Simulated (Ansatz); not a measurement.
Consider the formal exchange of groups at a B–Cl bond: `Cl[BH][ZnH]` + `O[SiH3]` → `O[SiH2][BH][ZnH]` + HCl.

Program: Ansatz. Geometries: PBE0-D4/def2-TZVP. ΔE: electronic, gas phase. CCSD(T)/CBS is the MP2 limit (def2-TZVPP, def2-QZVPP) plus CCSD(T) − MP2 in def2-TZVPP, frozen cores. This one scheme is used for every species. For Zn outer-core shells are correlated without core-valence functions, which leaves a few kJ/mol of doubt a bond. Scalar relativity is left out up to krypton. Each species was taken in one conformer, which may not be the lowest.

`Cl[BH][ZnH]`:

```xyz
5

Cl   -1.287    1.161    1.356
B    -0.503    0.652   -0.127
Zn    0.812   -0.961   -0.096
H    -0.812    1.314   -1.075
H     1.791   -2.166   -0.058
```

`O[SiH3]`:

Cartesian coordinates in Å:
```
O 0.460 -0.163 1.185
Si 0.028 0.076 -0.387
H -0.233 -0.370 1.813
H -0.618 -1.132 -0.970
H 1.284 0.374 -1.112
H -0.921 1.215 -0.529
```

`O[SiH2][BH][ZnH]`:

```xyz
9

O     0.171    1.734   -0.119
Si    0.463    0.335   -0.965
B    -0.140   -1.218    0.127
Zn   -0.980   -0.956    2.006
H     0.417    2.562   -0.534
H    -0.257    0.370   -2.278
H     1.922    0.223   -1.284
H     0.013   -2.302   -0.365
H    -1.609   -0.748    3.413
```

HCl:

```xyz
2

Cl    0.131   -0.620    0.085
H    -0.131    0.620   -0.085
```

```json
{"level": "SCS-MP2/def2-QZVPP", "ΔE (eV)": "1.17"}
{"level": "HF/CBS(def2)", "ΔE (eV)": "1.18"}
```

(1) What does CCSD(T)/CBS give? (Best estimate.)

Largest T1 diagnostic among the species: 0.015.

Results:

(1) Computed: +1.08 eV. The listed levels differ from it by 0.09, 0.10 eV.

The D4 term adds −0.05 eV with B3LYP and −0.03 eV with PBE0; it sums over pairs of atoms, weighted by their polarisabilities, and B3LYP, whose exchange is more repulsive, gets the larger term.

B3LYP here is the variant with VWN-RPA as its local correlation; programs differ in this.
